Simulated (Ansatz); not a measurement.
A structure relaxed at PBE0-D4/def2-TZVP, charge 0, multiplicity 1:

Cartesian coordinates in Å:
```
Cl -1.198 1.894 0.950
Y 0.000 0.000 0.000
Cl 2.388 -0.251 0.394
Cl -1.190 -1.643 -1.344
```

**Question.** Give its formula and SMILES.

**Answer.** Cl3Y, `[Cl][Y]([Cl])[Cl]`.

**Question.** Point group (tolerance 0.08 Å, 0.16 Å for H)?

**Answer.** D3h.

**Question.** Summarise the bond lengths by kind.

**Answer.** 3 × Cl–Y 2.434 Å.

Results of the Gaussian-basis code of Ansatz.
